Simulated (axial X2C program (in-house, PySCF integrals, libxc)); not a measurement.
# ReN⁻: properties at the nuclei

Computed with an in-house all-electron X2C program for linear molecules (integrals from PySCF): two-component X2C with atomic mean-field Coulomb and Gaunt terms, Gaussian nuclei, basis Re dyall-acv3z, N dyall-av3z with contracted cores.

R = 1.627 Å (near the PBE0 minimum at charge -1 of the determinant lowest at the starting distance; the state shown can have its own minimum elsewhere).

Input and command:
```json
{"zs": [75, 7], "q": -1, "bas": ["dyall-acv3z", "dyall-av3z"], "r0": 1.79, "levels": ["PBE0", "HF", "PBE", "r2SCAN", "PBE50"], "nst": 3}
```
```bash
python soeom.py task.json out
```

Keys: zs atomic numbers; q charge; bas basis sets; r0 starting distance in Å; levels methods; nst determinants followed.

Determinant lowest in the PBE0 search, Ω = 5/2 (⟨Sz⟩ = 0.52, ⟨Lz⟩ = 1.98 at PBE0), spin on the atoms Re 0.61, N -0.08:

```
 level  Eeff magnitude (GV/cm)  Ws magnitude Re (kHz)  A∥/gI Re (MHz)  qzz Re (a.u.)  A∥/gI N (MHz)  qzz N (a.u.)
  PBE0                    5.29                   1.76             712           2.90           2.07         -0.53
    HF                    99.6                   43.4            1230           5.75          -22.2         -0.50
   PBE                    4.02                   1.29             628           2.48           3.04         -0.50
r2SCAN                    9.48                   3.35            1020           2.35           3.18         -0.52
 PBE50                    7.65                   2.66             825           3.22          0.772         -0.57
```

Determinant 0.40 eV from it at PBE0 and this distance, Ω = 1/2 (⟨Sz⟩ = 1.46, ⟨Lz⟩ = -0.96 at PBE0), spin on the atoms Re 1.51, N -0.05:

| level | Eeff magnitude (GV/cm) | Ws magnitude Re (kHz) | A∥/gI Re (MHz) | qzz Re (a.u.) | A∥/gI N (MHz) | qzz N (a.u.) |
| --- | --- | --- | --- | --- | --- | --- |
| PBE0 | 3.4 | 10.8 | -2160 | -0.71 | -103 | -0.55 |
| HF | 9.59 | 21.9 | 1820 | 0.68 | -196 | -0.82 |
| PBE | 1.67 | 6.91 | -2150 | -1.39 | -91.7 | -0.51 |
| r2SCAN | 1.05 | 7.17 | -14.5 | -1.06 | -102 | -0.53 |
| PBE50 | 4.2 | 12.1 | -2000 | -0.19 | -118 | -0.60 |

Eeff is the effective electric field on the electron electric dipole moment in this Ω state and Ws the scalar–pseudoscalar constant of the nucleus named (defined with the proton number Z and per Ω); A∥ (defined per Ω) follows by multiplying with gI = μI/(I μN); qzz is the electric field gradient, eQq0 = 234.96 MHz × Q/barn × qzz. The operators were transformed with the bare-nucleus X2C matrices; with these basis sets, hyperfine constants and field gradients can be off by tens of per cent, and where levels differ in sign neither size nor sign is settled.

Problem. With gI(187Re) = 1.2879, Q(14N) = 0.02044 barn (g factors from the IAEA table of nuclear moments by Stone; Q from Pyykkö, Mol. Phys. 2018), turn the PBE0 values of the first state into constants in MHz.

Solution. A∥(187Re) = 712 × 1.2879 = 917 MHz; eQq0(14N) = 234.96 × (0.02044) × (-0.53) = -2.55 MHz.

Each state is one determinant with collinear spin, which with several unpaired electrons need not be a pure state. Unrestricted Hartree–Fock can overshoot spin polarisation at the nuclei. In the state Ω = 5/2 the sign of Eeff differs between levels (HF against PBE0). For an anion, determinants above electron detachment, or with a positive highest level, are held by the basis set. With several open shells hyperfine constants can be off by a factor of several. Where Eeff spreads by more than a factor of two the levels disagree and none is to be relied on. States lie within half an eV, so the first need not be the ground state. The sign of Ws at Re differs between levels in the first state. Further determinants of the search, some of them spin-mixed, are not shown. Where a field gradient or hyperfine factor spreads by more than a factor of two over the levels, a constant derived from it is not to be relied on. PBE0 term energies can be off by some tenths of an eV.
